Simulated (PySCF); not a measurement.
**Te: ionisation energy**

Te [Kr] 4d10 5s2 5p4 (3P) → Te⁺ [Kr] 4d10 5s2 5p3 (4S), as a difference of total energies. Calculation: PySCF 2.14, in aug-cc-pVTZ-PP with ECP28MDF (6s5p4d2f, 55 functions); a scalar-relativistic core potential. Correlated levels: valence: 4s2 4p6 4d10 frozen. The calculations carry no spin-orbit coupling.

```
           method  ionisation energy (eV)
              UHF                   7.734
    MP2 (valence)                   8.357
SCS-MP2 (valence)                   8.416
   CCSD (valence)                   8.483
CCSD(T) (valence)                   8.515
```

**Question.** How much does correlation contribute at CCSD(T) (valence)?

**Answer.** 8.515 − (7.734) = 0.781 eV, measured against UHF.

Errors of the correlated levels include the incompleteness of this basis and the frozen core.

For comparison: 8.749 eV (measured; NIST levels, between the centres of gravity of the two terms).
